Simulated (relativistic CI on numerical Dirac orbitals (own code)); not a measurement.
Level scheme of Ta¹³⁺

Method of calculation: Dirac-Coulomb-Breit CI, orbitals from a KLI potential per configuration, QED by a radiative potential, unscaled Slater integrals (own radial code, finite nucleus).

Configuration list (outside the closed core [Kr]): 4d10 4f12 5s2, 4d10 4f14, 4d10 4f13 5s, 4d10 4f11 5s2 5p, 4d10 4f12 5s 5p, 4d10 4f13 5p, 4d10 4f11 5s 5p2, 4d10 4f12 5s 5d, 4d10 4f13 5d, 4d10 4f12 5s 5g, 4d10 4f11 5s2 6s, 4d10 4f13 6s, 4d9 4f13 5s2, 4d10 4f13 5f. Double excitations out of closed p, d and f shells are left out; levels of such configurations are missing from the list, as are those of other unlisted configurations, and high levels can miss mixing partners.

The lowest level is 4d10 4f12 5s2 3H_6, with 99 % of that term; Hund's rules for 4d10 4f12 5s2 give 3H with J = 6, in agreement.

```csv
No.,Configuration,Term,J,E (cm⁻¹),%,Next component (%),Landé g,jj configuration (%)
1,4d10 4f12 5s2,3H,6,0.0,99,1 1I,1.163,4f7/2^6 (92)
2,4d10 4f12 5s2,3F,4,9061.3,58,34 1G,1.127,4f7/2^6 (99)
3,4d10 4f12 5s2,3H,5,14468.9,100,,1.031,4f5/2^5 4f7/2^7 (100)
4,4d10 4f12 5s2,3H,4,21658.5,53,32 3F,0.971,4f5/2^5 4f7/2^7 (87)
5,4d10 4f12 5s2,3F,3,25132.1,100,,1.081,4f5/2^5 4f7/2^7 (100)
6,4d10 4f12 5s2,3F,2,25960.3,75,23 1D,0.757,4f7/2^6 (53)
7,4d10 4f12 5s2,1G,4,35753.0,52,38 3H,0.946,4f5/2^4 4f7/2^8 (86)
8,4d10 4f12 5s2,1D,2,48117.1,41,38 3P,1.117,4f7/2^6 (45)
9,4d10 4f12 5s2,1I,6,57282.1,99,1 3H,1.000,4f5/2^5 4f7/2^7 (92)
10,4d10 4f11 5s2 5p,5H,7,61223.6,62,19 3I,1.232,4f7/2^5 5p1/2 (80)
11,4d10 4f12 5s2,3P,0,61519.0,93,7 1S,,4f7/2^6 (68)
12,4d10 4f12 5s2,3P,1,63525.5,100,,1.499,4f5/2^5 4f7/2^7 (100)
13,4d10 4f12 5s2,3P,2,66017.3,60,36 1D,1.286,4f5/2^4 4f7/2^8 (53)
14,4d10 4f11 5s2 5p,3K,8,67183.5,46,28 5I,1.162,4f7/2^5 5p1/2 (77)
15,4d10 4f11 5s2 5p,5H,6,77425.5,41,30 5I,1.119,4f5/2^5 4f7/2^6 5p1/2 (90)
16,4d10 4f11 5s2 5p,5K,7,79414.6,43,27 3K,1.074,4f5/2^5 4f7/2^6 5p1/2 (91)
17,4d10 4f11 5s2 5p,3H,5,83625.5,27,21 5I,1.014,4f7/2^5 5p1/2 (39)
18,4d10 4f11 5s2 5p,3F,4,85521.4,25,16 5D,1.132,4f7/2^5 5p1/2 (88)
19,4d10 4f11 5s2 5p,5K,6,85784.7,38,26 3I,0.998,4f5/2^5 4f7/2^6 5p1/2 (35)
20,4d10 4f11 5s2 5p,3I,5,87976.6,22,20 5K,0.982,4f7/2^5 5p1/2 (70)
21,4d10 4f11 5s2 5p,5K,5,93872.1,28,23 3G,1.042,4f5/2^5 4f7/2^6 5p1/2 (49)
22,4d10 4f11 5s2 5p,3H,4,94652.2,27,16 5I,1.023,4f5/2^5 4f7/2^6 5p1/2 (79)
23,4d10 4f11 5s2 5p,5P,1,96411.5,52,22 3P,1.866,4f7/2^5 5p1/2 (68)
24,4d10 4f11 5s2 5p,5P,2,99195.7,27,27 3P,1.296,4f7/2^5 5p1/2 (79)
25,4d10 4f11 5s2 5p,5F,5,99575.6,20,19 5H,1.157,4f7/2^5 5p1/2 (34)
26,4d10 4f11 5s2 5p,3H,6,100598.7,27,24 3I,1.067,4f5/2^4 4f7/2^7 5p1/2 (46)
27,4d10 4f11 5s2 5p,5F,3,101204.4,39,20 5G,1.185,4f5/2^5 4f7/2^6 5p1/2 (82)
28,4d10 4f11 5s2 5p,5F,2,103777.4,32,24 3D,0.973,4f5/2^5 4f7/2^6 5p1/2 (59)
29,4d10 4f11 5s2 5p,3D,1,104861.1,36,25 5F,0.921,4f5/2^5 4f7/2^6 5p1/2 (76)
30,4d10 4f11 5s2 5p,5G,4,105809.9,32,17 3F,1.094,4f5/2^5 4f7/2^6 5p1/2 (72)
31,4d10 4f11 5s2 5p,3G,5,108942.5,23,18 5F,1.084,4f5/2^5 4f7/2^6 5p1/2 (43)
32,4d10 4f11 5s2 5p,3F,3,109621.3,33,31 5G,1.085,4f5/2^5 4f7/2^6 5p1/2 (51)
33,4d10 4f11 5s2 5p,5F,4,109995.0,20,18 3F,1.157,4f5/2^5 4f7/2^6 5p1/2 (76)
34,4d10 4f11 5s2 5p,3F,2,109998.8,22,22 5G,1.025,4f5/2^5 4f7/2^6 5p1/2 (72)
35,4d10 4f11 5s2 5p,3I,7,112860.4,58,21 3K,1.095,4f5/2^5 4f7/2^6 5p1/2 (70)
36,4d10 4f11 5s2 5p,3L,8,113666.0,40,30 1L,1.030,4f5/2^5 4f7/2^6 5p1/2 (65)
37,4d10 4f11 5s2 5p,3F,3,115102.4,28,26 3G,0.970,4f5/2^5 4f7/2^6 5p1/2 (43)
38,4d10 4f11 5s2 5p,3H,6,116276.2,38,20 5G,1.165,4f5/2^5 4f7/2^6 5p1/2 (65)
39,4d10 4f11 5s2 5p,5H,4,116716.9,30,20 3H,0.989,4f5/2^4 4f7/2^7 5p1/2 (37)
40,4d10 4f11 5s2 5p,3G,5,116958.7,20,16 3I,1.068,4f5/2^4 4f7/2^7 5p1/2 (45)
41,4d10 4f11 5s2 5p,3H,4,118648.7,28,20 5F,1.059,4f5/2^5 4f7/2^6 5p1/2 (51)
42,4d10 4f11 5s2 5p,3G,5,119132.1,27,26 5H,1.150,4f5/2^5 4f7/2^6 5p1/2 (82)
43,4d10 4f11 5s2 5p,3D,1,122066.3,61,14 5F,0.746,4f5/2^5 4f7/2^6 5p1/2 (48)
44,4d10 4f11 5s2 5p,3L,7,122404.8,66,17 1K,0.924,4f5/2^5 4f7/2^6 5p1/2 (58)
45,4d10 4f11 5s2 5p,3F,2,124185.0,27,24 5G,0.907,4f5/2^4 4f7/2^7 5p1/2 (63)
46,4d10 4f11 5s2 5p,5H,3,125048.0,59,22 3G,0.655,4f5/2^4 4f7/2^7 5p1/2 (54)
47,4d10 4f12 5s2,1S,0,125847.4,78,11 4d10 4f11 5s2 5p 3P,,4f5/2^4 4f7/2^8 (59)
48,4d10 4f11 5s2 5p,3D,1,126371.3,30,25 1P,0.919,4f5/2^5 4f7/2^6 5p1/2 (60)
49,4d10 4f11 5s2 5p,3I,6,126470.1,35,27 3K,0.990,4f5/2^5 4f7/2^6 5p1/2 (69)
50,4d10 4f11 5s2 5p,3F,3,127555.4,25,17 3D,1.054,4f5/2^5 4f7/2^6 5p1/2 (47)
51,4d10 4f11 5s2 5p,3P,2,129164.2,28,22 5F,1.233,4f7/2^5 5p1/2 (49)
52,4d10 4f11 5s2 5p,3H,4,130351.8,33,26 5H,0.927,4f5/2^4 4f7/2^7 5p1/2 (83)
53,4d10 4f11 5s2 5p,3P,0,131289.0,65,17 1S,,4f5/2^5 4f7/2^6 5p1/2 (77)
54,4d10 4f11 5s2 5p,3F,2,132021.7,27,25 5G,0.846,4f5/2^5 4f7/2^6 5p1/2 (67)
55,4d10 4f11 5s2 5p,5P,3,132283.0,46,22 5D,1.477,4f5/2^5 4f7/2^6 5p1/2 (55)
56,4d10 4f11 5s2 5p,3I,5,132919.6,29,25 3H,1.002,4f5/2^3 4f7/2^8 5p1/2 (58)
57,4d10 4f11 5s2 5p,3F,3,135363.9,35,15 3D,1.166,4f5/2^5 4f7/2^6 5p1/2 (43)
58,4d10 4f11 5s2 5p,3K,6,137194.0,51,20 3I,0.947,4f5/2^5 4f7/2^6 5p1/2 (77)
59,4d10 4f11 5s2 5p,3P,2,137496.1,28,19 3D,1.170,4f5/2^4 4f7/2^7 5p1/2 (48)
60,4d10 4f11 5s2 5p,3M,9,137872.0,44,36 1M,1.026,4f5/2^5 4f7/2^6 5p1/2 (99)
61,4d10 4f11 5s2 5p,3F,3,138260.3,30,16 1F,1.058,4f5/2^4 4f7/2^7 5p1/2 (77)
62,4d10 4f11 5s2 5p,3K,8,138268.1,75,16 3L,1.093,4f5/2^5 4f7/2^6 5p1/2 (96)
63,4d10 4f11 5s2 5p,1H,5,138671.7,27,26 3H,1.012,4f5/2^5 4f7/2^6 5p1/2 (84)
64,4d10 4f11 5s2 5p,3F,4,141827.0,31,16 3H,1.130,4f5/2^3 4f7/2^8 5p1/2 (42)
65,4d10 4f11 5s2 5p,3K,7,141884.8,41,27 1K,1.025,4f5/2^4 4f7/2^7 5p1/2 (53)
66,4d10 4f11 5s2 5p,3F,4,142058.7,36,17 5F,1.194,4f5/2^5 4f7/2^6 5p1/2 (42)
67,4d10 4f11 5s2 5p,5F,2,143971.6,42,24 3F,0.958,4f5/2^4 4f7/2^7 5p1/2 (50)
68,4d10 4f11 5s2 5p,3P,1,144419.0,33,29 3D,1.068,4f5/2^4 4f7/2^7 5p1/2 (59)
69,4d10 4f11 5s2 5p,5F,1,145454.8,48,15 3D,0.623,4f5/2^5 4f7/2^6 5p1/2 (50)
70,4d10 4f11 5s2 5p,3H,6,146007.3,56,24 3I,1.094,4f5/2^4 4f7/2^7 5p1/2 (57)
```

Energies count from the lowest computed level. Filled j subshells are mostly left out of the jj labels.

The mean weight of the leading LS term, summed over parents, in these 70 levels is 44 %, and that of the leading jj configuration (from the same eigenvectors) 66 %, so jj coupling describes them better and the LS labels are nominal.

At this charge transitions that keep the count of f electrons are usually good to a few per cent. Terms inside the open d or f shell come out 10 to 20 % too wide with unscaled integrals. Levels and lines within the n = 5 or 6 shells can be off by up to 10 % or somewhat more, and those that change n by about 2 %, since core polarisation is missing. Levels that differ in their count of f electrons can be misplaced by several ten thousand cm⁻¹, since the correlation energy of f electrons is missing or only estimated; rates across such gaps can be off by orders of magnitude.

LS names give the leading component of a level, which can be under half, so a name can repeat, a term be missing and a line seem to break the LS rules.
